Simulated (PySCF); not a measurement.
C3H8BGa.
SMILES with atom numbers: `[BH2:1][CH2:2][GaH:3][CH:4]=[CH2:5]` (hydrogens: H6, H7 on B1; H8, H9 on C2; H10 on Ga3; H11 on C4; H12, H13 on C5)

Torsions of this conformer, `[BH2:1][CH2:2][GaH:3][CH:4]=[CH2:5]`: B1–C2–Ga3–C4 -82°, C2–Ga3–C4–C5 12°.

The closed-shell ground state was solved at several levels (PySCF, density fitting, gas phase). The structure is a single PBE0-D3(BJ)/def2-SVP conformer in the gas phase; no vibrational or solvent corrections. The calculation is non-relativistic and has no spin–orbit coupling, an omission that weighs most on gallium.

```csv
level,basis functions,HOMO (eV),LUMO (eV),gap (eV),dipole (D)
CAM-B3LYP/def2-SVPD,182,-9.27,-1.10,8.17,1.55
wB97X-D/def2-SVPD,182,-9.79,-0.37,9.42,1.52
PBE/def2-SVPD,182,-6.84,-2.94,3.90,1.74
LDA/def2-SVPD,182,-6.99,-3.21,3.78,1.78
PBE0/def2-TZVPD,274,-7.94,-2.06,5.88,1.59
PBE0/aug-cc-pVDZ,200,-7.95,-2.08,5.87,1.58
PBE0/6-31G*,104,-7.80,-1.90,5.90,1.65
B3LYP/def2-SVPD,182,-7.75,-2.31,5.44,1.62
HF/def2-SVPD,182,-10.44,1.01,11.45,1.37
PBE0/def2-SVP,128,-7.93,-2.01,5.92,1.66
LC-wPBE/def2-SVPD,182,-10.63,0.03,10.66,1.51
```

Estimate the row for PBE0/def2-TZVP, a basis of 220 functions; the other rows only guide the guess.

HOMO -7.94 eV, LUMO -2.05 eV, gap 5.89 eV, dipole 1.62 D.

Over all these levels, which gives the widest orbital gap and which the narrowest?

HF/def2-SVPD (Hartree–Fock, all exact exchange) has the widest, 11.45 eV, and LDA/def2-SVPD (LDA) the narrowest, 3.78 eV. The two share the basis. From the narrowest to the widest the HOMO moves by -3.45 eV and the LUMO by +4.22 eV.

How much does the basis alone move the frontier levels among the 5 PBE0 rows (the withheld one included)?

The HOMO by 0.15 eV and the LUMO by 0.18 eV. By rising basis size (HOMO, LUMO in eV): 6-31G* -7.80, -1.90; def2-SVP -7.93, -2.01; aug-cc-pVDZ -7.95, -2.08; def2-TZVP -7.94, -2.05; def2-TZVPD -7.94, -2.06.

In the def2-SVPD basis, how does the gap go with the fixed share of exact exchange?

LDA (0 %) 3.78 eV; PBE (0 %) 3.90 eV; B3LYP (20 %) 5.44 eV; HF (100 %) 11.45 eV. Each rise in the share widens the gap here.

How far do the dipole and the HOMO energy spread over the levels?

The dipole runs from 1.37 to 1.78 D (mean 1.60 D) and the HOMO from -10.63 to -6.84 eV.
